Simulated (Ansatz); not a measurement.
```xyz
8

F     0.0668    0.9172   -1.8188
C    -0.8080    0.1754   -1.1595
F    -1.6865    0.9613   -0.5494
O    -0.2727   -0.7636   -0.3741
C     0.4704   -0.3475    0.7313
F     0.3357   -1.2914    1.6567
F     1.7625   -0.2693    0.3967
H     0.1317    0.6179    1.1172
```

The species carries charge 0 and has multiplicity 2.

(1) List the PBE/def2-TZVPP orbital energies in eV (Ansatz 0.2.0). (Estimate.)

Answers

(1) The calculation gave: α occupied: -661.72, -661.67, -661.26, -661.16, -512.61, -275.28, -275.14, -33.27, -32.78, -31.42, -30.97, -28.25, -19.29, -17.08, -15.87, -15.19, -15.02, -14.56, -13.48, -12.27, -11.51, -11.11, -10.99, -10.68, -10.49, -10.21, -9.54, -8.91, -5.94. α empty: 0.76, 1.50, 1.99, 2.43, 2.64, 2.84, 4.04, 4.76. β occupied: -661.64, -661.58, -661.26, -661.15, -512.58, -275.24, -274.76, -33.11, -32.73, -31.26, -30.96, -28.15, -19.03, -16.92, -15.72, -15.05, -14.86, -14.48, -12.94, -12.14, -11.35, -11.05, -10.88, -10.60, -10.43, -10.19, -9.46, -8.86. β empty: -3.49, 0.82, 1.58, 2.09, 2.67, 2.97, 3.27, 4.51. ⟨S²⟩ = 0.752.
